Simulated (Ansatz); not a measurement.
The inner images of a band of CH6AlNS + H2 (12 atoms, charge 0, multiplicity 1) are given out of order.

All numbers below come from Ansatz 0.2.0, RKS BLYP/def2-SVP.

First end point:

```xyz
12
Properties=species:S:1:pos:R:3
Al 0.217 0.288 -0.618
S 1.989 0.833 0.626
C -0.466 -1.554 -0.750
N -0.545 1.651 -1.488
H 0.218 0.512 3.234
H -0.219 0.340 3.841
H 2.214 -0.452 1.024
H -1.359 -1.622 -1.405
H -0.750 -1.949 0.249
H 0.304 -2.242 -1.160
H -0.232 2.626 -1.468
H -1.372 1.570 -2.085
```

Last end point:

```xyz
12
Properties=species:S:1:pos:R:3
Al -0.639 0.220 0.121
S 2.141 0.181 1.084
C -0.514 -1.593 -0.668
N -0.704 1.653 -0.971
H 1.995 1.324 1.814
H -1.163 0.487 1.612
H 1.850 -0.603 2.163
H -1.526 -1.963 -0.946
H -0.088 -2.340 0.035
H 0.101 -1.620 -1.593
H -0.955 2.601 -0.676
H -0.499 1.654 -1.974
```

Put them in order from the first end to the last, with their energies above the first end.
A.
```xyz
12
Properties=species:S:1:pos:R:3
Al 0.295 0.276 -0.532
S 2.186 0.769 0.547
C -0.428 -1.553 -0.626
N -0.517 1.667 -1.311
H -0.012 0.518 2.817
H -0.638 0.395 3.245
H 2.391 -0.518 0.949
H -1.455 -1.573 -1.045
H -0.463 -2.028 0.376
H 0.207 -2.200 -1.269
H -0.171 2.630 -1.319
H -1.396 1.615 -1.831
```
B.
```xyz
12
Properties=species:S:1:pos:R:3
Al 0.241 0.251 -0.221
S 2.271 0.551 0.719
C -0.418 -1.586 -0.498
N -0.582 1.670 -0.956
H 0.041 0.729 1.962
H -0.735 0.692 1.935
H 2.257 -0.676 1.321
H -1.509 -1.658 -0.684
H -0.176 -2.247 0.361
H 0.098 -2.020 -1.382
H -0.547 2.644 -0.644
H -0.942 1.650 -1.915
```
C.
```xyz
12
Properties=species:S:1:pos:R:3
Al -0.573 0.306 0.082
S 2.171 0.453 1.086
C -0.481 -1.570 -0.546
N -0.756 1.681 -1.066
H 1.428 0.876 2.148
H -1.008 0.661 1.587
H 2.196 -0.827 1.556
H -1.497 -1.919 -0.834
H -0.125 -2.259 0.250
H 0.174 -1.718 -1.431
H -0.985 2.632 -0.764
H -0.544 1.684 -2.068
```
D.
```xyz
12
Properties=species:S:1:pos:R:3
Al -0.188 0.283 0.004
S 2.089 0.561 1.056
C -0.452 -1.605 -0.484
N -0.681 1.696 -0.992
H 0.581 0.718 1.688
H -0.555 0.672 1.651
H 2.167 -0.734 1.481
H -1.524 -1.817 -0.679
H -0.111 -2.301 0.311
H 0.111 -1.862 -1.408
H -0.905 2.623 -0.622
H -0.533 1.764 -2.004
```
E.
```xyz
12
Properties=species:S:1:pos:R:3
Al 0.344 0.246 -0.407
S 2.298 0.663 0.594
C -0.386 -1.577 -0.562
N -0.482 1.666 -1.114
H -0.150 0.621 2.388
H -0.910 0.603 2.502
H 2.403 -0.605 1.088
H -1.478 -1.578 -0.763
H -0.213 -2.164 0.363
H 0.105 -2.129 -1.392
H -0.197 2.644 -1.021
H -1.335 1.611 -1.677
```

A (0.00 eV), E (+0.04 eV), B (+0.29 eV), D (+1.15 eV), C (+0.70 eV).

Run time: 2.8 min on 2 threads of Arm Neoverse V2, on a shared host, peak memory 0.29 GiB.
